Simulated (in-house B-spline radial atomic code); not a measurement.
Two electrons outside the [Kr] 4d10 core: Cd

Computed with an all-electron radial atomic-structure program (B-spline basis): configuration interaction (CI) of the two valence electrons in the field of the frozen Dirac-Fock core, alone and with many-body perturbation theory for the core (screened one- and two-electron correlation potentials), Breit and QED terms; no-pair Dirac Hamiltonian, finite nucleus. Labels give the configuration (outer n counted up each series) and the leading LS term, or the jj pair where no LS term holds 70 %.

An outer d¹⁰ or f¹⁴ shell is a soft core near neutrality, so levels are a few per cent off.

Command:
```bash
python run_mb.py task.json out
```
Settings (nuclear radius in fm, box in bohr, cutoff in hartree):
```
basis_form          3
Z                   48
core_configuration  [Kr] 4d10
rms_radius          4.6087
mass_number         114
speed_of_light      137.036
box_radius          45.0
lmax                6
intervals           67
virtual_cutoff      4608.0
```

Cost of the run: 110 s on 1 thread of Arm Neoverse V2, on a shared host.

Excitation energies (cm⁻¹):

```json
{"level": "5s2 1S0", "purity of the LS term": "1.0", "CI alone": "0", "CI + MBPT + Breit + QED": "0", "Landé g of the LS mixture": "-", "measured (NIST)": "0"}
{"level": "5s5p 3P°0", "purity of the LS term": "1.0", "CI alone": "24454", "CI + MBPT + Breit + QED": "29330", "Landé g of the LS mixture": "-", "measured (NIST)": "30114"}
{"level": "5s5p 3P°1", "purity of the LS term": "0.998", "CI alone": "?", "CI + MBPT + Breit + QED": "?", "Landé g of the LS mixture": "?", "measured (NIST)": "?"}
{"level": "5s5p 3P°2", "purity of the LS term": "1.0", "CI alone": "25872", "CI + MBPT + Breit + QED": "31056", "Landé g of the LS mixture": "1.50", "measured (NIST)": "31827"}
{"level": "5s5p 1P°1", "purity of the LS term": "0.998", "CI alone": "?", "CI + MBPT + Breit + QED": "?", "Landé g of the LS mixture": "?", "measured (NIST)": "?"}
{"level": "5s6s 3S1", "purity of the LS term": "1.0", "CI alone": "44012", "CI + MBPT + Breit + QED": "50779", "Landé g of the LS mixture": "2.00", "measured (NIST)": "51484"}
{"level": "5s6s 1S0", "purity of the LS term": "1.0", "CI alone": "46078", "CI + MBPT + Breit + QED": "52585", "Landé g of the LS mixture": "-", "measured (NIST)": "53310"}
{"level": "5s6p 3P°0", "purity of the LS term": "1.0", "CI alone": "50638", "CI + MBPT + Breit + QED": "57557", "Landé g of the LS mixture": "-", "measured (NIST)": "-"}
{"level": "5s6p 3P°1", "purity of the LS term": "0.993", "CI alone": "50705", "CI + MBPT + Breit + QED": "57627", "Landé g of the LS mixture": "1.50", "measured (NIST)": "-"}
{"level": "5s6p 3P°2", "purity of the LS term": "1.0", "CI alone": "50858", "CI + MBPT + Breit + QED": "57800", "Landé g of the LS mixture": "1.50", "measured (NIST)": "-"}
{"level": "5s5d 1D2", "purity of the LS term": "1.0", "CI alone": "50680", "CI + MBPT + Breit + QED": "58309", "Landé g of the LS mixture": "1.00", "measured (NIST)": "59220"}
{"level": "5s5d 3D1", "purity of the LS term": "1.0", "CI alone": "51339", "CI + MBPT + Breit + QED": "58613", "Landé g of the LS mixture": "0.50", "measured (NIST)": "59486"}
{"level": "5s5d 3D2", "purity of the LS term": "1.0", "CI alone": "51350", "CI + MBPT + Breit + QED": "58624", "Landé g of the LS mixture": "1.17", "measured (NIST)": "59498"}
{"level": "5s5d 3D3", "purity of the LS term": "1.0", "CI alone": "51367", "CI + MBPT + Breit + QED": "58640", "Landé g of the LS mixture": "1.33", "measured (NIST)": "59516"}
{"level": "5s6p 1P°1", "purity of the LS term": "0.993", "CI alone": "52601", "CI + MBPT + Breit + QED": "59075", "Landé g of the LS mixture": "1.00", "measured (NIST)": "-"}
{"level": "5s7s 3S1", "purity of the LS term": "1.0", "CI alone": "54620", "CI + MBPT + Breit + QED": "61726", "Landé g of the LS mixture": "2.00", "measured (NIST)": "-"}
{"level": "5s7s 1S0", "purity of the LS term": "1.0", "CI alone": "55232", "CI + MBPT + Breit + QED": "62242", "Landé g of the LS mixture": "-", "measured (NIST)": "-"}
{"level": "5s7p 3P°0", "purity of the LS term": "1.0", "CI alone": "57007", "CI + MBPT + Breit + QED": "64141", "Landé g of the LS mixture": "-", "measured (NIST)": "-"}
{"level": "5s7p 3P°1", "purity of the LS term": "0.989", "CI alone": "57033", "CI + MBPT + Breit + QED": "64167", "Landé g of the LS mixture": "1.50", "measured (NIST)": "-"}
{"level": "5s6d 1D2", "purity of the LS term": "1.0", "CI alone": "56766", "CI + MBPT + Breit + QED": "64229", "Landé g of the LS mixture": "1.00", "measured (NIST)": "-"}
```

Q: Where does 5s5p 1P°1 lie?

A: 38933 cm⁻¹ in CI alone and 42990 cm⁻¹ with all corrections; g = 1.00; measured 43692 cm⁻¹.

Q: Where does 5s5p 3P°1 lie?

A: 24913 cm⁻¹ in CI alone and 29877 cm⁻¹ with all corrections; g = 1.50; measured 30656 cm⁻¹.

Q: What is the first ionisation energy?

A: 8.8822 eV to the 5s1/2 state of the next ion (7.9802 eV from CI alone). NIST lists 8.99382 ± 1.6e-05 eV (measured).

Some electric-dipole lines (reduced elements in atomic units, length form; vacuum wavelengths from the computed energies):

| upper | lower | D bare (size) | D with core polarisation (size) | λ (nm) | A (s⁻¹) |
| --- | --- | --- | --- | --- | --- |
| 5s6s 3S1 | 5s5p 3P°0 | 1.46 | 1.48 | 466.2 | 1.5e+07 |
| 5s6p 3P°1 | 5s2 1S0 | 0.0261 | 0.0111 | 173.53 | 1.6e+04 |
| 5s5d 3D1 | 5s5p 3P°0 | 2.38 | 2.3 | 341.49 | 9e+07 |
| 5s6p 1P°1 | 5s2 1S0 | 0.867 | 0.691 | 169.28 | 6.6e+07 |
| 5s7s 3S1 | 5s5p 3P°0 | 0.43 | 0.437 | 308.68 | 4.4e+06 |
| 5s7p 3P°1 | 5s2 1S0 | 0.0147 | 0.00405 | 155.84 | 2.9e+03 |

Weak lines are less accurate than strong ones.
